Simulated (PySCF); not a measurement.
**A small calculation by hand: chemical shift, span and skew from a shielding tensor**

C5H9N, SMILES C(CNC)=C=C. Atoms are numbered in the order given.

```xyz
15

C      3.0553     0.6389     0.2733
C      1.9221    -0.0137     0.2358
C      0.7858    -0.6643     0.1899
C     -0.4389    -0.1975    -0.5440
N     -1.5830    -0.1743     0.3365
C     -2.8133     0.2054    -0.3095
H      3.2640     1.3723     1.0598
H      3.8338     0.4709    -0.4787
H      0.6905    -1.6153     0.7301
H     -0.2270     0.7761    -1.0385
H     -0.6565    -0.9132    -1.3594
H     -1.3900     0.4368     1.1267
H     -2.7815     1.1895    -0.8280
H     -3.0871    -0.5483    -1.0666
H     -3.6310     0.2380     0.4260
```

Geometry: PBE0-D3(BJ)/def2-SVP. The values are those of a single conformer.

GIAO shieldings from PBE/pcSseg-1 (PySCF), non-relativistic, no solvent. The symmetric part of the tensor of C3 has the principal values 2.7, 107.0, 143.7 ppm. The same nucleus in TMS has σ = 182.0 ppm at this level (PySCF, at its B3LYP-D3(BJ)/def2-TZVP geometry).

Question: Work out the isotropic shielding, the ¹³C shift against TMS, the span and the skew.

Answer: 
σ(iso) = (σ11 + σ22 + σ33)/3 = 84.5 ppm. δ = σ(ref) − σ(iso) = 182.0 − (84.5) = 97.5 ppm.
Span Ω = σ33 − σ11 = 141.0 ppm. Skew κ = 3(σ(iso) − σ22)/Ω = -0.48. Tumbling in solution averages the tensor to δ; in a static solid the shielding alone would spread this spin-1/2 line over Ω.
